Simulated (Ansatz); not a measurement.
A nudged elastic band was laid between two geometries of ClF4H2STa (9 atoms, charge 0, multiplicity 1).

Computed with RKS B3LYP/def2-SVP in Ansatz 0.2.0.

```json
{
  "movable images": "7",
  "climbing image": "yes",
  "spring": "20.0 eV/Å²",
  "optimiser": "quadratic models (default)",
  "start path": "through a guess of the saddle point",
  "force threshold": "0.03 eV/Å",
  "iteration limit": "57",
  "end points": "relaxed"
}
```

Image 0:

```xyz
9
Properties=species:S:1:pos:R:3
Ta -0.007 0.056 0.137
Cl 2.293 0.571 0.016
F 0.031 0.434 1.986
F 0.192 -1.008 -1.415
F -0.685 1.637 -0.564
F -1.661 -0.817 0.417
S 0.836 -2.458 1.286
H 0.935 -3.134 0.116
H 2.167 -2.218 1.344
```

Image 8:

```xyz
9
Properties=species:S:1:pos:R:3
Ta -0.425 -0.090 0.223
Cl 3.593 -1.192 -0.164
F 0.243 0.987 1.619
F 0.653 0.754 -1.043
F -2.182 0.473 0.481
F -0.936 -1.422 -1.017
S 0.337 -1.890 1.644
H -0.009 -2.898 0.807
H 2.827 -1.658 0.773
```

(1) What changes between the two ends?

(2) Give the energies along the band, and the barrier.

(3) What is the geometry of the highest image?

Results:

(1) Bonds broken: Ta1–Cl2, S7–H9. Bonds formed: Cl2–H9. ClF4H2STa becomes ClH + F4HSTa.

(2) The run converged. The highest image is number 6 of 0 to 8, 0.94 eV above the first end and 0.11 eV above the last; the last end lies 0.82 eV above the first. The profile has 2 maxima (images 2, 6) with wells between them (image 5): this band takes more than one step, which may be the mechanism or a detour left from its start path. Another band between the same ends (7 images) ends at a top of the same energy, where a vibrational analysis finds 1 clearly imaginary mode. The orbitals stay closed-shell, which can raise the energy where a bond breaks towards radicals; this wasn't checked here.

| image | path coordinate (Å) | energy (eV) | Ta1–Cl2 (Å) | S7–H9 (Å) | Cl2–H9 (Å) |
| --- | --- | --- | --- | --- | --- |
| 0 | 0.00 | 0.00 | 2.36 | 1.35 | 3.09 |
| 1 | 1.24 | 0.18 | 2.35 | 1.35 | 3.10 |
| 2 | 2.47 | 0.44 | 2.35 | 1.35 | 3.11 |
| 3 | 3.71 | 0.34 | 2.37 | 1.35 | 3.16 |
| 4 | 4.95 | 0.04 | 2.36 | 1.35 | 3.38 |
| 5 | 6.19 | 0.03 | 2.37 | 1.36 | 2.72 |
| 6 | 7.42 | 0.94 | 2.71 | 1.78 | 1.48 |
| 7 | 8.63 | 0.82 | 3.13 | 3.01 | 1.30 |
| 8 | 9.84 | 0.82 | 4.18 | 2.65 | 1.30 |

(3) 
```xyz
9
Properties=species:S:1:pos:R:3:forces:R:3
Ta 0.007 -0.129 0.101 0.00 0.00 0.00
Cl 2.575 -0.904 -0.254 0.00 0.00 0.00
F 0.684 0.937 1.498 0.00 0.00 0.00
F 0.498 0.999 -1.306 0.00 0.00 0.00
F -1.756 0.368 0.407 0.00 0.00 0.00
F -0.475 -1.604 -0.972 0.00 0.00 0.00
S 0.502 -1.952 1.861 0.00 0.00 0.00
H 0.114 -3.014 1.115 0.00 0.00 0.00
H 1.950 -1.637 0.874 0.00 0.00 0.00
```

The run took 11 min on 4 threads of Intel(R) Xeon(R) Platinum 8259CL CPU @ 2.50GHz (Skylake/Cascade Lake), on a shared host, peak memory 0.44 GiB.
